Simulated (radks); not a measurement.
Question: Ta+, configuration [Xe] 4f14 5d3 6s1. All-electron calculation, scalar-relativistic Kohn-Sham, r2SCAN, spin-polarised, spherical densities, finite nucleus; open shells are filled with parallel spins first (spin-orbit coupling, left out, can overturn this in heavy ions); meta-GGA in the generalised Kohn-Sham scheme; Fermi nuclear charge, rms radius 5.3507 fm. Program: a radial shooting solver on a logarithmic mesh with Libxc functionals. Some entries of the table are withheld. Estimate them.

| orbital | occ. | eigenvalue (eV) | <r> (bohr) |
|---|---|---|---|
| 1s down | 1 | -67444.41 | 0.01867 |
| 1s up | 1 | -67444.41 | 0.01867 |
| 2s up | 1 | -11619.03 | 0.07894 |
| 2s down | 1 | -11618.85 | 0.07894 |
| 2p up | 3 | -10181.00 | 0.07057 |
| 2p down | 3 | -10180.86 | 0.07057 |
| 3s down | 1 | -2676.717 | 0.2046 |
| 3s up | 1 | -2676.710 | 0.2046 |
| 3p up | 3 | -2246.937 | 0.2047 |
| 3p down | 3 | -2246.931 | 0.2047 |
| 3d up | 5 | -1744.522 | 0.1857 |
| 3d down | 5 | -1744.441 | 0.1857 |
| 4s up | 1 | -556.7890 | 0.4589 |
| 4s down | 1 | -556.6768 | 0.4589 |
| 4p up | 3 | -415.1815 | 0.4875 |
| 4p down | 3 | -415.0848 | 0.4876 |
| 4d up | 5 | -232.9715 | 0.5232 |
| 4d down | 5 | -232.8463 | 0.5231 |
| 5s up | 1 | -82.3253 | 1.108 |
| 5s down | 1 | -81.0409 | 1.099 |
| 5p up | 3 | -48.4468 | 1.303 |
| 5p down | 3 | -46.5002 | 1.281 |
| 4f up | 7 | -32.0531 | 0.6418 |
| 4f down | 7 | -31.7059 | 0.6351 |
| 6s up | 1 | -12.6854 | 2.992 |
| 5d up | 3 | (1) | 2.080 |
| 5d down | 0 | (2) | 2.065 |

Answer: 
(1) 5d up eigenvalue (eV): -11.5099
(2) 5d down eigenvalue (eV): -7.9464
